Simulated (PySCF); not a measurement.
Ligands exchanged one at a time, Sn F-NH2. Gas-phase values, no solvent. One relaxed conformer stands for each flexible species; it need not be the lowest. Strings in code marks are SMILES.

The four lowest singlet excitations (Tamm–Dancoff). Level of theory: CAM-B3LYP-D3(BJ)/def2-TZVP run with PySCF. Excitations are Tamm–Dancoff values on a coarser integration grid. The basis has no diffuse functions, so Rydberg states are missing or too high.

```tsv
state	energy (eV)	wavelength (nm)	oscillator strength
S1	7.20	172	0.000
S2	7.20	172	0.000
S3	7.20	172	0.000
S4	7.61	163	0.110
```

### Question
Name which member gives these states.
(A) `[F][Sn]([F])([F])[F]`
(B) `[NH2][Sn]([NH2])([F])[F]`
(C) `[NH2][Sn]([NH2])([NH2])[NH2]`

### Answer
A, `[F][Sn]([F])([F])[F]`
